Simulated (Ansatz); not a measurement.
Reactions of `C[SiH](O)[Si](O)(F)F`.

Calculated with Ansatz (gas phase, PBE0-D4/def2-TZVP geometries, no zero-point term in ΔE). CBS: MP2 limit from def2 TZ/QZ plus the TZ coupled-cluster correction, frozen cores. This one scheme is used for every species. DFT in def2-TZVPP. Elements past krypton have def2 core potentials. For I outer-core shells are correlated without core-valence functions, which leaves a few kJ/mol of doubt a bond. Each species was taken in one conformer, which may not be the lowest.

| reaction | HF/CBS(def2) (kJ/mol) | r2SCAN-D4 (kJ/mol) | ωB97X-V (kJ/mol) | MP2/CBS(def2) (kJ/mol) | CCSD(T)/CBS(def2) (kJ/mol) |
| --- | --- | --- | --- | --- | --- |
| `C[SiH](O)[Si](O)(F)F` + `OI` → `C[SiH](O)I` + `O[Si](O)(F)F` | -412 | -375 | -365 | -402 | -378 |
| `C[SiH](O)[Si](O)(F)F` + HCl → `C[SiH](O)Cl` + `O[SiH](F)F` | -153 | -130 | -128 | -144 | -133 |
| `C[SiH](O)[Si](O)(F)F` + `O[SiH](F)N[SiH3]` → `O[SiH](F)N[Si](O)(F)F` + `C[SiH](O)[SiH3]` | -37 | -41 | -34 | -34 | -37 |
| `C[SiH](O)[Si](O)(F)F` + HI → `C[SiH](O)I` + `O[SiH](F)F` | -129 | -112 | -108 | -136 | -119 |
| `C[SiH](O)[Si](O)(F)F` + CH₄ → `C[Si](O)(F)F` + `C[SiH2]O` | -37 | -19 | -20 | -28 | -24 |
| `C[SiH](O)[Si](O)(F)F` + CH₃SH → `C[SiH](O)CS` + `O[SiH](F)F` | -22 | -19 | -17 | -33 | -26 |

Largest T1 diagnostic: 0.012, for `C[SiH](O)[Si](O)(F)F`.
